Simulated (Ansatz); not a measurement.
Ta3Se12. Total charge 0; quartet. Geometry PBE-D4/def2-SVP; atoms count from 1.

```xyz
15

Ta   -1.832   -0.877    0.529
Ta   -0.297    1.653   -1.613
Ta    1.692   -0.508    0.695
Se   -2.217    0.701    2.373
Se   -3.450   -2.523    0.711
Se   -0.163    1.497    1.182
Se   -0.034   -2.382    1.862
Se   -2.569    0.496   -1.531
Se   -0.078   -1.265   -1.546
Se    2.099    1.673   -0.635
Se    2.045   -2.350   -0.960
Se   -0.997    3.896   -1.904
Se    0.596    1.544   -3.861
Se    3.950   -0.582    1.465
Se    1.254   -0.974    3.232
```

In the def2 sets Ta takes a core potential; there is no spin–orbit coupling. Single mean-field runs in def2-SVP are fitted with def2-universal-jkfit. The charge 0 quartet is spin-contaminated (final ⟨S²⟩ up to 3.87, 3.75 for a pure state). At PBE0-D4/def2-SVP a doublet of charge 0 lies 0.81 eV below the quartet, each at its own geometry.

**Question.** Estimate the Mulliken populations from the PBE0/def2-SVP orbitals of Ansatz.

**Answer.** 
```
atom  charge (e)  spin (α − β)  d electrons
 Ta1        0.57         -0.02         3.55
 Ta2        0.53         -0.52         3.58
 Ta3        0.42         -0.29         3.72
 Se4       -0.14          0.07            –
 Se5       -0.15          0.04            –
 Se6       -0.07          0.01            –
 Se7       -0.11          0.09            –
 Se8       -0.32          0.19            –
 Se9       -0.08          0.04            –
Se10       -0.28          0.33            –
Se11       -0.11          0.18            –
Se12       -0.10          0.74            –
Se13       -0.05          1.08            –
Se14       -0.10          0.68            –
Se15       -0.01          0.39            –
```
Mulliken values and Mayer orders depend strongly on the basis.

**Question.** Where does the spin sit?

**Answer.** Summed by element: Ta -0.84, Se 3.84, of 3 unpaired in all. Largest on single atoms: Se13 1.08, Se12 0.74, Se14 0.68.

**Question.** And the Mayer bond orders between bonded heavy atoms (over 0.3)?

**Answer.** Ta1–Se4 1.27 (2.46 Å); Ta1–Se5 2.18 (2.32 Å); Ta1–Se6 0.31 (2.97 Å); Ta1–Se7 0.56 (2.70 Å); Ta1–Se8 0.85 (2.58 Å); Ta1–Se9 0.52 (2.74 Å); Ta2–Se6 0.45 (2.80 Å); Ta2–Se8 0.98 (2.55 Å); Ta2–Se9 0.37 (2.93 Å); Ta2–Se10 0.86 (2.59 Å); Ta2–Se12 1.72 (2.37 Å); Ta2–Se13 1.41 (2.42 Å); Ta3–Se6 0.54 (2.77 Å); Ta3–Se7 0.62 (2.80 Å); Ta3–Se9 0.38 (2.95 Å); Ta3–Se10 0.79 (2.59 Å); Ta3–Se11 1.08 (2.50 Å); Ta3–Se14 1.68 (2.39 Å); Ta3–Se15 0.80 (2.62 Å); Se4–Se6 0.79 (2.50 Å); Se7–Se15 1.05 (2.35 Å); Se9–Se11 0.85 (2.45 Å).
